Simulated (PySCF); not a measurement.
# Electronic structure of P³⁺ (phosphorus, charge +3) at the wB97X-V level

Configuration: [Ne] 3s2, closed-shell 1S. Computed with PySCF 2.14 in aug-cc-pV(Q+d)Z with one added diffuse shell each of s, p, d, f, g type (8s7p6d4f3g, 114 functions), with no relativity, point nucleus.

| Quantity | Value |
| --- | --- |
| Total energy | -339.0030 hartree |
| One-electron energy | -451.5873 hartree |
| Hartree (Coulomb) energy | 134.6459 hartree |
| Exchange-correlation energy | -22.0616 hartree |
| Kinetic energy | 337.89114 hartree |
| ⟨S²⟩ | 0.0000 |
| ⟨L²⟩ | 0.000 |
| Sum of ⟨r⟩ | 7.509 bohr |
| Sum of ⟨r²⟩ | 8.871 bohr² |
| Density at the nucleus (Gaussians lack the cusp) | 2170 bohr⁻³ |
| Langevin diamagnetic susceptibility | -7.03 ×10⁻⁶ cm³/mol |
| Time after the integrals | about 7 core-seconds |

| shell | electrons | mean orbital energy (eV) | rms radius, mean of both spins (bohr) |
| --- | --- | --- | --- |
| 1s | 2 | -2139.6 | 0.120 |
| 2s | 2 | -221.10 | 0.565 |
| 2p | 6 | -170.92 | 0.541 |
| 3s | 2 | -49.382 | 1.80 |
